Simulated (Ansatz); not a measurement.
A series at Si: from `Cl[Si](Cl)(Cl)[GeH3]`, ligands are replaced one by one, each step taking up H–F and setting free HCl; n counts the steps. Ansatz, PBE0-D4/def2-TZVP geometries.

CBS adds triple-zeta CCSD(T) − MP2 to the MP2 limit, frozen cores; atoms without spin–orbit coupling. Outer-core shells of Ge are correlated without core-valence functions. Scalar relativity is left out up to krypton. Spin–orbit coupling is left out.

```tsv
n	molecule	atomization energy, CCSD(T)/CBS (kJ/mol)
0	`Cl[Si](Cl)(Cl)[GeH3]`	2349.7
1	`F[Si](Cl)(Cl)[GeH3]`	2535.6
2	`F[Si](F)(Cl)[GeH3]`	2726.2
3	`F[Si](F)(F)[GeH3]`	?
```

Question: By hand: fit a straight line y = ȳ + b (n − n̄) to the 3 given rows and predict n = 3.

Answer: n̄ = 1.000, ȳ = 2537.17; Σ(n − n̄)(y − ȳ) = 376.50, Σ(n − n̄)² = 2.000, so b = 188.25 kJ/mol a step. Prediction: 2537.17 + (188.25) × (2.000) = 2913.7 kJ/mol.

Question: By hand: compare with the computed value, 2920.9 kJ/mol, and give the steps along the whole series.

Answer: The line misses by 7.2 kJ/mol (computed minus predicted). Steps: 185.9, 190.6, 194.7 kJ/mol.

The steps differ by at most 8.8 kJ/mol, 4.6 % of a mean step, so the ligands' effects nearly add and a line is close. The miss is 1.3 % of the series' range. The energies themselves are unsure by some kJ/mol a bond, though much of that is common to the series.
